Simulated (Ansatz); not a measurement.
`C=N[SiH](C)O` → `C=NCO[SiH3]`  (isomerisation)

Gas-phase electronic energies from Ansatz, PBE0-D4/def2-TZVP geometries. CBS: MP2 limit from def2 TZ/QZ plus the TZ coupled-cluster correction, frozen cores. DFT in def2-TZVPP. B3LYP here is the variant with VWN-RPA as its local correlation; programs differ in this. Each species was taken in one conformer, which may not be the lowest.

| level | ΔE (kJ/mol) | difference from CCSD(T)/CBS |
| --- | --- | --- |
| PBE-D4 | 175.3 | -11.1 |
| r2SCAN-D4 | 184.1 | -2.3 |
| PBE0-D4 | 179.6 | -6.8 |
| B3LYP-D4 | 178.0 | -8.4 |
| ωB97X-V | 175.3 | -11.1 |
| ωB97M-V | 185.3 | -1.1 |
| B2PLYP | 181.3 | -5.1 |
| PBE | 174.0 | -12.4 |
| r2SCAN | 183.9 | -2.5 |
| PBE0 | 178.4 | -8.0 |
| B3LYP | 175.8 | -10.6 |
| HF/def2-TZVPP | 172.5 | -13.9 |
| MP2/def2-TZVPP | 190.9 | 4.5 |
| SCS-MP2/def2-TZVPP | 181.5 | -4.9 |
| CCSD/def2-TZVPP | 180.3 | -6.1 |
| CCSD(T)/def2-TZVPP | 180.2 | -6.2 |
| HF/def2-QZVPP | 172.9 | -13.5 |
| MP2/def2-QZVPP | 194.6 | 8.2 |
| SCS-MP2/def2-QZVPP | 185.5 | -0.9 |
| HF/CBS(def2) | 172.9 | -13.5 |
| MP2/CBS(def2) | 197.1 | 10.7 |
| CCSD/CBS(def2) | 186.5 | 0.1 |
| CCSD(T)/CBS | 186.4 | 0 |

Largest T1 diagnostic among the species: 0.012.

From PBE to PBE0 (25 % exact exchange), in def2-TZVPP and without D4, ΔE moves by +4.5 kJ/mol. In def2-TZVPP, CCSD(T) changes the Hartree–Fock value by +7.7 kJ/mol (the triples alone add −0.1 kJ/mol) and MP2 by +18.4 kJ/mol.

CCSD(T)/CBS has its own doubt, a few kJ/mol and more with outer-core shells, so smaller differences from it don't rank the levels.
